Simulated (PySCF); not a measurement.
Ge(F)3(SH) (F3GeHS), SMILES [Ge]([F])([SH])([F])[F].

Geometry optimised at B3LYP-D3(BJ)/def2-SVP. The structure was generated by enumeration, and PubChem lists no compound with its InChIKey, so it may never have been made. One conformer was computed; it need not be the lowest.

Two levels are set side by side: PBE/def2-TZVP (PySCF) and B3LYP/def2-TZVP (PySCF). Same geometry, gas phase. Differences are taken from unrounded values.

```tsv
quantity	B3LYP	PBE	PBE minus B3LYP
orbital gap (eV)	6.61	4.83	-1.78
highest occupied level (eV)	-8.63	-7.54	1.09
lowest empty level (eV)	-2.02	-2.70	-0.69
dipole moment (D)	2.66	2.48	-0.17
mean polarisability (bohr³)	43.6	45.3	1.7
```

Without exact exchange PBE keeps part of each electron's self-repulsion, which lifts occupied levels and narrows the gap. Loosely held outer electrons make PBE densities more polarisable. Differences between two approximate levels are no errors against the true value.

Rough cost on one machine, each run with all the roots and properties that it gave: B3LYP against PBE within a factor of 2.
